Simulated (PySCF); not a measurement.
Working out the ionisation energy of Al⁺

Al⁺ [Ne] 3s2 (1S) → Al²⁺ [Ne] 3s1 (2S). Computed with PySCF 2.14 in aug-cc-pCVTZ-DK (8s7p5d3f, 75 functions), with scalar relativity by spin-free X2C-1e. Frozen: nothing. Energies in hartree (1 hartree = 27.21139 eV):

| part | Al⁺ (lower) | Al²⁺ (upper) |
| --- | --- | --- |
| UHF | -242.109191 | -241.464209 |
| CCSD correlation | -0.355119 | -0.312393 |
| (T) | -0.003479 | -0.002085 |

**Question.** What does Hartree-Fock give?

**Answer.** (-241.464209) − (-242.109191) = 0.644982 hartree = 17.551 eV.

**Question.** What do CCSD and CCSD(T) give?

**Answer.** The CCSD correlation energies differ by 0.042726 hartree = 1.163 eV and the triples by 0.001394 hartree = 0.038 eV, so CCSD gives 18.714 eV and CCSD(T) 18.752 eV.

Measured between the centres of the two terms (NIST): 18.829 eV, so CCSD(T) (all electrons) is off by -0.077 eV.

What remains against the reference includes basis incompleteness and higher excitations.
